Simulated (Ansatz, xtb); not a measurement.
Molecule: GaF (charge 0, triplet). This is an excited triplet: at this geometry the singlet lies 3.72 eV lower at CCSD(T)/CBS(aug-cc-pVTZ,aug-cc-pVQZ). SMILES: [Ga][F]
Geometry from a B3LYP-D3(BJ)/def2-TZVP (Ansatz, an electronic-structure program) optimisation:
```
F
Ga 1 1.7815
```
Charge 0, spin multiplicity 3.

Harmonic wavenumbers from GFN2-xTB (xtb, at its own minimum), cm⁻¹: 303.

Problem. Give the harmonic wavenumbers at B3LYP-D3(BJ)/def2-TZVP (Ansatz, finite differences of forces, unscaled).

Solution. 608 cm⁻¹. Zero-point energy 0.9 kcal/mol.

Problem. From these and the geometry, give the ideal-gas thermochemistry at 298.15 K and 1 atm (rigid rotor, harmonic oscillator).

Solution. Point group C∞v, rotational symmetry number 1. Rotational constants 10.67, 10.67 GHz. S(trans) 39.36, S(rot) 14.64, S(vib) 0.44, S(elec, spin only) 2.18, S 56.6 cal/(mol K). H(298) - H(0) 2.17 kcal/mol; G - E(el) -13.8 kcal/mol.
